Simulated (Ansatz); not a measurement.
## Which is lower?

The two ends of one reaction step of Si₃N₃H₁₂, doublet (PBE0-D4/def2-TZVP).

A:

Si1  (1.520, -0.094, 1.577)
N2  (0.614, 0.271, -2.160)
Si3  (-0.321, -1.164, -2.279)
N4  (0.633, 1.287, 1.009)
Si5  (-1.100, 1.424, 1.052)
H6  (2.182, -0.850, 0.470)
H7  (0.602, 0.943, -2.910)
N8  (0.339, -1.168, 2.214)
H9  (0.706, 0.722, -1.260)
H10  (0.037, -2.037, -1.131)
H11  (0.015, -1.841, -3.561)
H12  (-1.805, -0.990, -2.259)
H13  (1.137, 2.161, 0.960)
H14  (-1.663, 1.298, 2.425)
H15  (-1.737, 0.397, 0.193)
H16  (-1.434, 2.780, 0.541)
H17  (0.412, -2.157, 2.038)
H18  (-0.138, -0.982, 3.081)
(Å)

B:

| atom | x (Å) | y (Å) | z (Å) |
| --- | --- | --- | --- |
| Si1 | 0.2811 | 0.1418 | 1.0004 |
| N2 | -0.0051 | 0.3063 | -0.6956 |
| Si3 | 0.1380 | -0.8912 | -1.9295 |
| N4 | -0.7727 | 1.3249 | 1.7132 |
| Si5 | -2.2315 | 1.9479 | 1.0297 |
| H6 | -0.0977 | -1.2566 | 1.3746 |
| H7 | 3.2141 | -1.1480 | -0.3802 |
| N8 | 2.4757 | -1.6755 | 0.0690 |
| H9 | -0.0910 | 1.2601 | -1.0212 |
| H10 | -0.2242 | -2.2197 | -1.3791 |
| H11 | 1.4895 | -0.9807 | -2.5528 |
| H12 | -0.8079 | -0.5365 | -3.0250 |
| H13 | -0.5255 | 1.6684 | 2.6283 |
| H14 | -2.8675 | 2.8363 | 2.0402 |
| H15 | -3.1819 | 0.8662 | 0.6584 |
| H16 | -1.9819 | 2.7550 | -0.1991 |
| H17 | 2.4455 | -2.5890 | -0.3681 |
| H18 | 2.7430 | -1.8094 | 1.0365 |

Program: Ansatz 0.2.0. Basis: def2-TZVPP. Cores are frozen in the correlated methods; orbitals are unrestricted. B3LYP uses VWN-RPA correlation.

**Question.** Which structure is lower at CCSD(T), and by how much? (To be estimated.)

**Answer.** The calculation gives: B, by 15.8 kJ/mol (electronic energy, against the other). By their contacts, A is a complex of Si₂N₂H₇ ([NH2][SiH][NH][SiH3]) + SiNH₅ ([NH2][SiH3]) and B is a complex of Si₃N₂H₉ ([SiH3][NH][SiH][NH][SiH3]) + NH₃.

All methods give the same order:

```tsv
method	E(B) − E(A) (kJ/mol)
SPW92	-13.5
PBE-D4	-13.0
BLYP-D4	-12.6
r2SCAN-D4	-13.5
B97M-V	-15.0
PBE0-D4	-13.4
B3LYP-D4	-12.2
r2SCAN0-D4	-13.8
BHLYP-D4	-13.6
CAM-B3LYP-D4	-10.1
wB97X-V	-12.0
wB97M-V	-13.6
B2PLYP	-12.4
PBE-QIDH	-15.6
RPA on PBE	-14.9
HF	-11.0
MP2	-16.2
CCSD	-15.0
CCSD(T)	-15.8
```

T1 diagnostic: at most 0.013. ⟨S²⟩ of the unrestricted Hartree–Fock references: 0.75 (a pure state has 0.75).

Labels in which every atom is bracketed show which atoms are joined, not bond orders.

For scale, one of the runs: CCSD(T)/def2-TZVPP, 387 basis functions, launched by `ansatz run in.yaml --threads 4 --pin off --events-out ev --progress --plain --max-ram 41984MiB --backend cuda --devices 0, --max-vram 37GiB`. Hardware: 4 CPU threads of an AMD EPYC 7R13 and a share of one NVIDIA H100, shared host. Wall time 43 s; peak host memory 1.6 GiB.
